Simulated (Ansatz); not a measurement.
The same group exchange along the group B, Al, Ga, In.

Program: Ansatz. Geometries: PBE0-D4/def2-TZVP. ΔE: electronic, gas phase. CCSD(T)/CBS is the MP2 limit (def2-TZVPP, def2-QZVPP) plus CCSD(T) − MP2 in def2-TZVPP, frozen cores. This one scheme is used for every species. Elements past krypton have def2 core potentials. For Ga, Ge, In outer-core shells are correlated without core-valence functions, which leaves a few kJ/mol of doubt a bond. Scalar relativity is left out up to krypton. One conformer a species, not always the lowest.

Question: Order these by ΔE at CCSD(T)/CBS, lowest first. (An estimate is asked.)
A. `[F][GeH2][GaH2]` + propene → `C=C[CH2][GeH2][F]` + `[GaH3]`
B. `[BH2][GeH2][F]` + propene → `C=C[CH2][GeH2][F]` + BH₃
C. `[F][GeH2][AlH2]` + propene → `C=C[CH2][GeH2][F]` + `[AlH3]`
D. `[F][GeH2][InH2]` + propene → `C=C[CH2][GeH2][F]` + `[InH3]`

Answer: B (-0.4 kcal/mol), C (+6.3 kcal/mol), A (+9.1 kcal/mol), D (+12.8 kcal/mol).

Largest T1 diagnostic: 0.014, for `[InH3]`.
